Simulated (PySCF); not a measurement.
**Field gradients at the hydrogen positions**

Species: C6H11NSi.
Cartesian coordinates in Å at the GFN2-xTB level; atoms count from 1:
```
atom  x, y, z in Å
C1     2.2991    2.0627   -0.4154
C2     1.7444    1.0692   -0.0443
C3     1.0525   -0.1379    0.3849
C4     1.4845   -1.3322   -0.4766
N5    -0.3932    0.0375    0.3556
Si6   -1.4002   -0.5196    1.6505
C7    -0.9140    0.5154   -0.8304
C8    -2.1967    0.5469   -1.1674
H9     2.7971    2.9313   -0.7292
H10    1.3410   -0.3329    1.4243
H11    1.0046   -2.2359   -0.1073
H12    1.1869   -1.1761   -1.5113
H13    2.5644   -1.4556   -0.4369
H14   -2.1355   -1.7340    1.2746
H15   -0.4806   -0.8281    2.7461
H16   -2.3194    0.5547    2.0234
H17   -0.1690    0.9097   -1.5116
H18   -2.9731    0.1627   -0.5304
H19   -2.5026    0.9712   -2.1060
```

Level: PBE0/pcSseg-1 (PySCF, non-relativistic); Q(2H) = 0.00286 b; rigid geometry, the same for H and D, with no vibrational averaging.

Question: Rank these positions by the coupling χzz of a deuteron there, largest first.
A. H10 (methine hydrogen)
B. H14 (Si–H hydrogen)
C. H18 (vinylic hydrogen)
D. H13 (methyl hydrogen)
E. H9 (alkyne hydrogen)

Answer: E (266 kHz), C (231 kHz), D (210 kHz), A (191 kHz), B (106 kHz).

Question: What are Vzz, η and χzz (234.96 MHz × Q × Vzz) at all hydrogens?

Answer: 
```csv
atom,bonded to,bond length (Å),Vzz (au),η,χzz (kHz)
H9,C1,1.049,0.3958,0.01,266
H10,C3,1.096,0.2848,0.06,191
H11,C4,1.088,0.3133,0.03,211
H12,C4,1.088,0.3110,0.04,209
H13,C4,1.088,0.3129,0.03,210
H14,Si6,1.469,0.1572,0.02,106
H15,Si6,1.463,0.1604,0.06,108
H16,Si6,1.462,0.1617,0.02,109
H17,C7,1.084,0.3108,0.11,209
H18,C8,1.075,0.3444,0.12,231
H19,C8,1.075,0.3466,0.09,233
```

Question: Average by the element that carries the hydrogen.

Answer: on C: 220 kHz over 8 positions, mean bond length 1.080 Å; on Si: 107 kHz over 3 positions, mean bond length 1.465 Å.

Question: How does χzz go with the bond length over the 8 C–H bonds?

Answer: A straight-line fit has a slope of -15.7 kHz for each 0.01 Å, with a correlation coefficient of -0.99, over lengths from 1.049 to 1.096 Å. The longer bonds have the smaller couplings here.

One conformer (not necessarily the lowest) at the GFN2-xTB geometry, without solvent, vibrations or thermal averaging. GFN2-xTB bond lengths can be off by several hundredths of an ångström, more for odd bonds, and the gradients follow them. A larger basis could move these couplings by a tenth or more.
